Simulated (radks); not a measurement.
Values are calculated unless marked as measured or tabulated.
All-electron atom: the palladium ion Pd44+ in [He].

Code: a radial shooting solver on a logarithmic mesh with Libxc functionals. Model: Dirac Kohn-Sham, LDA (Slater exchange, Perdew-Wang correlation), spin-unpolarised, spherical densities, point nucleus.

Energy parts (eV):
| part | energy |
|---|---|
| total | -58379.958 |
| kinetic | 61944.454 |
| electron-nucleus | -121239.665 |
| Hartree | 1619.188 |
| exchange-correlation | -703.934 |

Orbitals (lengths in bohr, moments of r in powers of bohr):
orbital,occ.,eigenvalue (eV),<r^4>,<r^2>
1s1/2,2,-28496.64,4.710e-06,0.001352

The highest occupied level is 1s1/2 at -28497 eV. For comparison, the ionisation energy in NIST's Atomic Spectra Database is 28776.0 eV (theoretical). In exact Kohn-Sham theory the highest level is minus the ionisation energy, but local and semilocal functionals leave it too shallow, through self-interaction and a potential that decays too fast; potentials with the right tail come closer. Summed over all electrons, <r^2> = 0.002704 bohr^2, which gives a Langevin (diamagnetic) susceptibility term of -0.00214 x 10^-6 cm^3/mol. The density falls to 0.001 e/bohr^3 at r = 0.19 bohr.
